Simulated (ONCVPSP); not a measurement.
**Ti (Z = 22): ONCV pseudisation with PW91, scalar-relativistic reference atom.**

```json
{
 "Element": "Ti",
 "Generator": "ONCVPSP 4.0.1",
 "Type": "optimised norm-conserving Vanderbilt (ONCV)",
 "Functional": "PW91",
 "Relativity": "scalar-relativistic",
 "Frozen core": "[Ne]",
 "Valence charge": "12",
 "Reference configuration": "3s2 3p6 3d2 4s1.75 (charge +0.25)",
 "Partial waves": "3s+4s: rc 1.75 bohr, ncon 5, nbas 8, qcut 5.2 1/bohr, 2 projectors; 3p: rc 1.00 bohr, ncon 4, nbas 8, qcut 8.4 1/bohr, 1 projector; 3d: rc 1.70 bohr, ncon 3, nbas 7, qcut 9.7 1/bohr, 2 projectors, debl 2.2 Ha",
 "Local potential": "polynomial inside 1.00 bohr (lpopt 5, dvloc0 1 Ha)",
 "Core correction": "none"
}
```

All-electron outer shells of the reference configuration (PW91, scalar-relativistic, ld1.x):

```csv
shell,level (eV),outermost node (bohr),outermost maximum (bohr)
2p,-446.23,–,0.22
3s,-64.33,0.40,0.87
3p,-40.59,0.37,0.90
3d,-5.98,–,0.98
4s,-5.91,1.24,2.88
```

Q: Does the generator finish with these settings?

A: Yes, a potential is produced and its reference levels are reproduced.

Q: Estimate the cutoffs (Ha) at which the residual kinetic energy of the hardest occupied pseudo-wave falls to 1 and 0.1 mHa per electron.

A: 32 Ha and 130 Ha.

Q: Does the potential have ghost states?

A: No bound ghost flagged; no localised positive-energy state flagged.

Q: Tests: 3s2 3p6 3d2 4s2; 3s2 3p6 3d2 4s1; 3s2 3p6 3d2 4s0; 3s2 3p6 3d2.5 4s1.5. Which has the largest error in its energy relative to the reference configuration, and how large is it?

A: 3s2 3p6 3d2.5 4s1.5, with +2.6 meV (all-electron minus pseudo) on -0.96 eV.
